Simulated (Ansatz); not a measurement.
Relaxation of BFH$_{4}$O$_{2}$S (9 atoms, charge 0, multiplicity 1), to a largest force component of 0.03 eV/Å in at most 50 steps.

All numbers below come from Ansatz, UHF/def2-SVP.

```xyz
9
Properties=species:S:1:pos:R:3
B -0.225 -0.497 0.273
F 0.212 2.112 -0.347
O -1.542 -0.264 0.419
O 0.600 -0.520 1.329
H 0.610 1.714 -1.046
S 0.493 -0.917 -1.411
H -2.065 -0.223 -0.365
H 0.177 -0.266 2.138
H 1.740 -1.138 -0.991
```

Question: Where does it end, and by what steps?

Answer: It converged. The force dipped under the threshold on the way, but the program's further checks kept it going. After 33 steps the energy has fallen by 0.148 eV; F2 moved furthest, 1.38 Å.

```tsv
step	energy less start (eV)	largest force component (eV/Å)	accepted
0	0.0000	0.454	yes
2	-0.0518	0.805	yes
4	-0.0675	0.167	yes
6	-0.0706	0.140	yes
8	-0.0724	0.043	yes
10	-0.0731	0.079	yes
12	-0.0738	0.016	yes
14	-0.0741	0.088	yes
16	-0.0741	0.350	no
18	-0.0771	0.243	yes
20	-0.0809	0.183	yes
22	-0.0924	0.273	yes
24	-0.1115	0.740	yes
26	-0.1384	0.129	yes
28	-0.1468	0.103	yes
30	-0.1477	0.067	yes
32	-0.1480	0.046	yes
33	-0.1480	0.009	yes
```

```xyz
9
Properties=species:S:1:pos:R:3
B -0.066 -0.579 0.486
F -0.646 2.201 -1.418
O -1.161 0.184 0.631
O 0.338 -1.402 1.469
H 0.170 1.864 -1.626
S 0.921 -0.529 -1.084
H -1.327 0.832 -0.041
H -0.210 -1.358 2.239
H 1.981 -1.214 -0.656
```

Whether the end is a true minimum wasn't checked by a vibrational analysis.

The run took 48 s on 2 threads of Arm Neoverse V1 (shared host), peak memory 0.23 GiB.
